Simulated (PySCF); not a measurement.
Molecule (SMILES): NB (BH2-NH2).
Geometry (B3LYP-D3(BJ)/def2-TZVP, fixed):
```xyz
6

B     -0.7766     0.0323    -0.0041
N      0.6098    -0.0254     0.0032
H     -1.3984    -0.9854    -0.0254
H     -1.3119     1.0982     0.0110
H      1.1972     0.7922     0.0209
H      1.1274    -0.8889    -0.0085
```
Charge 0, spin multiplicity 1.

Basis-set convergence of the isotropic shielding of H3 at PBE0 with PySCF. GIAO, no density fitting; atoms are numbered in the order shown. All functions are spherical. Core-valence sets carry the plain set on hydrogen. No added dispersion term, no relativity. Reference: the value in pcseg-3, 26.53 ppm, itself unsure by roughly 0.03 ppm (its distance from pcSseg-2). Deviations are taken from unrounded values. Cost is core time over that of def2-TZVP, rough, on shared machines of one kind; a dash marks a row that isn't timed (too short, read off another run, short of memory, by another algorithm or on other hardware).

```json
[
 {"basis": "STO-3G", "functions": "14", "isotropic shielding of H3 (ppm)": "28.34", "minus reference (ppm)": "1.81", "cost": "-"},
 {"basis": "6-31G*", "functions": "36", "isotropic shielding of H3 (ppm)": "27.02", "minus reference (ppm)": "0.49", "cost": "-"},
 {"basis": "def2-SVP", "functions": "48", "isotropic shielding of H3 (ppm)": "26.64", "minus reference (ppm)": "0.11", "cost": "-"},
 {"basis": "pcseg-1", "functions": "48", "isotropic shielding of H3 (ppm)": "26.64", "minus reference (ppm)": "0.11", "cost": "-"},
 {"basis": "def2-TZVP", "functions": "86", "isotropic shielding of H3 (ppm)": "26.66", "minus reference (ppm)": "0.13", "cost": "1×"},
 {"basis": "def2-TZVPD", "functions": "110", "isotropic shielding of H3 (ppm)": "26.63", "minus reference (ppm)": "0.10", "cost": "2×"},
 {"basis": "cc-pCVTZ", "functions": "142", "isotropic shielding of H3 (ppm)": "26.61", "minus reference (ppm)": "0.08", "cost": "4×"},
 {"basis": "def2-TZVPPD", "functions": "142", "isotropic shielding of H3 (ppm)": "26.54", "minus reference (ppm)": "0.01", "cost": "4×"},
 {"basis": "6-311++G(3df,3pd)", "functions": "150", "isotropic shielding of H3 (ppm)": "26.53", "minus reference (ppm)": "0.00", "cost": "4×"}
]
```
